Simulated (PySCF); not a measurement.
CdSe, SMILES [Se]=[Cd].

The structure is a stationary point at PBE0-D3(BJ)/def2-TZVP. The def2 effective core potentials stand for the cores of Cd; spin–orbit coupling is left out.

These are TDDFT-LC-ωPBE/def2-TZVPD run with PySCF 2.14.0 values and carry that method's errors.

Vertical excitations; the highest root listed may be one member of a degenerate set. Gas-phase values at a fixed geometry. State labels are in the subgroup C2v.

| state | symmetry | energy (eV) | λ (nm) | f | main pairs |
|---|---|---|---|---|---|
| S1 | B1 | 0.90 | 1370 | 0.003 | HOMO−1→LUMO (degenerate set) |
| S2 | B2 | 0.90 | 1370 | 0.003 | HOMO→LUMO (degenerate set) |
| S3 | A1 | 3.70 | 335 | 0.160 | HOMO−2→LUMO 77 % |
| S4 | A2 | 4.62 | 268 | 0.000 | HOMO→LUMO+1 48 %, HOMO−1→LUMO+2 48 % |
| S5 | A1 | 4.67 | 266 | 0.000 | HOMO→LUMO+2, HOMO−1→LUMO+1 (degenerate set) |
| S6 | A2 | 4.67 | 266 | 0.000 | HOMO−1→LUMO+2, HOMO→LUMO+1 (degenerate set) |
| S7 | A1 | 6.01 | 206 | 0.859 | HOMO−1→LUMO+1 36 %, HOMO→LUMO+2 36 %, HOMO−2→LUMO 20 % |
| S8 | B1 | 6.37 | 195 | 0.027 | HOMO−1→LUMO+3, HOMO−1→LUMO+6, HOMO−1→LUMO+7 (degenerate set) |
| S9 | B2 | 6.37 | 195 | 0.027 | HOMO→LUMO+3, HOMO→LUMO+6, HOMO→LUMO+7 (degenerate set) |
| S10 | B1 | 6.73 | 184 | 0.221 | HOMO−2→LUMO+1 85 % |
| T1 | B2 | 0.44 | 2818 | 0 | HOMO→LUMO (degenerate set) |
| T2 | B1 | 0.44 | 2818 | 0 | HOMO−1→LUMO (degenerate set) |
| T3 | A1 | 1.88 | 659 | 0 | HOMO−2→LUMO 96 % |
| T4 | A1 | 4.21 | 295 | 0 | HOMO→LUMO+2 47 %, HOMO−1→LUMO+1 47 % |
Triplets are in the Tamm–Dancoff approximation, which puts them higher than full response would, so one can lie above its singlet here.
